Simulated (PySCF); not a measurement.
## Structure from NMR data

An unknown has the formula C$_{9}$H$_{11}$OP. Its calculated NMR data are:

¹H NMR (300 MHz, computed): δ 7.65 (m, 2H), 7.48 (m, 2H), 3.83 (m, 2H), 3.17 (m, 4H), -0.10 (br s, 1H).

¹³C{¹H} NMR (computed): δ 146.8 (2C), 133.1 (2C), 132.1 (2C), 66.8, 35.0 (2C).

PySCF 2.14 calculation with coordinates at the GFN2-xTB level and GIAO PBE0/pcSseg-1 shieldings; isolated molecule, one averaged value for each set of equivalent atoms, no relativistic terms, single conformer.

References, each an isolated molecule treated in the same way: ¹H (σref 31.72), ¹³C (σref 186.93) against TMS.

**Question.** What is the structure?

**Answer.** 
- 5 carbon signals for 9 carbons: some carbons are equivalent by symmetry or fast rotation.
- Carbon types of the structure: 2 × C, 4 × CH, 3 × CH2, leaving 1 H on heteroatoms.
- δC 146.8: substituted aromatic carbon.
- δC 133.1, 132.1: aromatic CH; the aromatic region.
- δC 66.8: sp3 CH2 bonded to O and P; deshielded by the electronegative neighbour.
- δH 7.65, 7.48: hydrogen on an aromatic CH; it sits in the deshielding region of the aromatic ring current.
- δH 3.83: hydrogen on an sp3 CH2 bonded to O and P; its carbon carries O, which withdraws density.
- δH 3.17: hydrogen on an sp3 CH2 bonded to P, on an aromatic ring; benzylic-type position, deshielded by the ring.
- δH -0.10: hydrogen on an alcohol oxygen; exchangeable, gas-phase position.

These data were computed for `OCP1Cc2ccccc2C1`.

This is the structure that produced the data.

The OH or NH signal is concentration- and solvent-dependent in practice; the value given is the gas-phase one. Splittings by ³¹P in the carbon and heteronuclear signals aren't shown, as no couplings were computed. Shifts are as computed. Against solution values, carbons near 30 ppm lie about +3 ppm off and those near 130 ppm about +5 ppm. Of 1211 compounds with measured shifts, 218 miss one by over three times the rms of a fit or turn the order of signals round; such compounds aren't used in these exercises. No couplings were computed; multiplicities are counted from neighbouring protons, with m where these are inequivalent, close in shift, in a saturated or five-membered ring or joined by F or P, and br s for small geminal =CH2 splittings.
